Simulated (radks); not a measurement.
Task: All-electron atom: Pd in [Kr] 4d9 5d1 (not the ground configuration). Method: Dirac Kohn-Sham, BLYP, spin-unpolarised, spherical densities, point nucleus; open shells fill j = l - 1/2 first; computed with a radial shooting solver on a logarithmic mesh with Libxc functionals. Some entries of the table are withheld. Estimate them.

| orbital | occ. | eigenvalue (hartree) | <1/r> (bohr^-1) |
|---|---|---|---|
| 1s1/2 | 2 | -888.0558 | 48.24 |
| 2s1/2 | 2 | -129.8879 | 11.09 |
| 2p1/2 | 2 | (1) | 11.07 |
| 2p3/2 | 4 | (2) | 10.43 |
| 3s1/2 | 2 | -23.65973 | (3) |
| 3p1/2 | 2 | -19.95994 | (4) |
| 3p3/2 | 4 | -18.93861 | (5) |
| 3d3/2 | 4 | (6) | (7) |
| 3d5/2 | 6 | (8) | (9) |
| 4s1/2 | 2 | -3.43894 | 1.466 |
| 4p1/2 | 2 | -2.29487 | 1.342 |
| 4p3/2 | 4 | -2.13008 | 1.292 |
| 4d3/2 | 4 | -0.43536 | 0.9362 |
| 4d5/2 | 5 | -0.41774 | 0.9216 |
| 5d3/2 | 1 | -0.02135 | 0.1140 |

Result: 
(1) 2p1/2 eigenvalue (hartree): -120.5124
(2) 2p3/2 eigenvalue (hartree): -114.6513
(3) 3s1/2 <1/r> (bohr^-1): 3.862
(4) 3p1/2 <1/r> (bohr^-1): 3.767
(5) 3p3/2 <1/r> (bohr^-1): 3.611
(6) 3d3/2 eigenvalue (hartree): -12.38410
(7) 3d3/2 <1/r> (bohr^-1): 3.444
(8) 3d5/2 eigenvalue (hartree): -12.18043
(9) 3d5/2 <1/r> (bohr^-1): 3.403
